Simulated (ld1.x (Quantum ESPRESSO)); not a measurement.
Sn (Z = 50): excitation energies, all-electron against TM

```
Element                 : Sn
Generator               : ld1.x (Quantum ESPRESSO) 7.5
Type                    : norm-conserving Troullier–Martins (Kleinman–Bylander form)
Functional              : LDA (PZ)
Relativity              : scalar-relativistic
Frozen core             : [Kr] 4d10
Valence charge          : 4
Reference configuration : 5s2 5p2
Partial waves           : 5s (bound): rc 1.60 bohr; 5p (bound): rc 2.00 bohr; 5d channel at -0.06 Ry: rc 1.85 bohr
Local potential         : all-electron potential smoothed inside 1.70 bohr (lloc = -1)
Core correction         : none
```

Energies are relative to the spin-unpolarised reference configuration 5s2 5p2; without spin polarisation the order of configurations can differ from experiment. Spin-polarised rows fill each open shell by Hund’s rule, majority spin first.

| valence configuration | charge | ΔE all-electron (eV) | error AE − PS (meV) |
| --- | --- | --- | --- |
| 5s2 5p1 | +1 | 7.098 | +5.4 |
| 5s2 5p0 | +2 | 21.362 | +33 |
| 5s1 5p0 | +3 | 52.813 | +250 |
| 5s0 5p4 | 0 | 14.400 | +72 |
| 5s1 5p3 | 0 | 7.075 | +14 |
| 5s2 5p2.3 | -0.3 | -0.899 | +0.6 |
| 5s1 5p2 | +1 | 14.833 | +27 |
| 5s2 5p2 (spin-polarised) | 0 | -0.475 | +77 |
| 5s2 5p1 (spin-polarised) | +1 | 6.945 | +38 |

Note: ghost states, extra bound levels that the all-electron valence spectrum of the same l lacks: d at -43.7 eV, s at -30.4 eV. A true bound ghost makes a file unfit for plane-wave use.
